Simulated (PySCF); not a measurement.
# How methods differ on the excitation energy of Sb²⁺

Sb²⁺ [Kr] 4d10 5s2 5p1 (2P) → Sb²⁺ [Kr] 4d10 5s1 5p2, s spin flipped, as a difference of total energies. Computed with PySCF 2.14 in x2c-QZVPPall with one added diffuse shell each of s, p, d, f type (14s10p8d5f1g, 128 functions), with the spin-free X2C one-electron Hamiltonian (Gaussian nucleus). Correlated levels: valence: [Kr] 4d10 frozen; valence and next inner shell: [Ar] 3d10 frozen. The calculations carry no spin-orbit coupling.

| method | excitation energy (eV) |
| --- | --- |
| UHF | 10.323 |
| LDA | 9.402 |
| PBE | 9.290 |
| PBE0 | 9.581 |
| r2SCAN | 9.478 |
| LC-wPBE | 9.940 |
| BHandHLYP | 9.892 |
| revPBE | 9.261 |
| MP2 (valence) | 9.693 |
| SCS-MP2 (valence) | 9.626 |
| MP2 (valence and next inner shell) | 9.575 |
| SCS-MP2 (valence and next inner shell) | 9.518 |

Q: How much does correlation contribute at MP2 (valence and next inner shell)?

A: 9.575 − (10.323) = -0.748 eV, measured against UHF.

The upper determinant mixes two multiplicities, so it lies between the two terms.
